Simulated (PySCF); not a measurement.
C₂H₄F₂Si₂, SMILES [SiH2]([Si@@H](F)C#C)F.

Coordinates come from a B3LYP-D3(BJ)/def2-SVP optimisation. The structure was generated by enumeration; whether it is a known compound was not checked. One conformer was computed; it need not be the lowest.

Level of theory: ωB97X/def2-TZVP in PySCF.

Gas-phase values at a fixed geometry.

Computed frontier levels, gap, dipole moment and polarisability:
| Property | Result |
|---|---|
| highest occupied level | -10.46 eV |
| lowest empty level | 0.74 eV |
| orbital gap | 11.20 eV |
| dipole moment | 2.18 D |
| quadrupole, principal values (traceless, Buckingham form, about the centre of nuclear charge) | -8.65, -4.61, 13.27 D·Å |
| mean static polarisability | 70.5 bohr³ (10.44 Å³) |
| polarisability, principal values | 55.2, 63.7, 92.5 bohr³ |
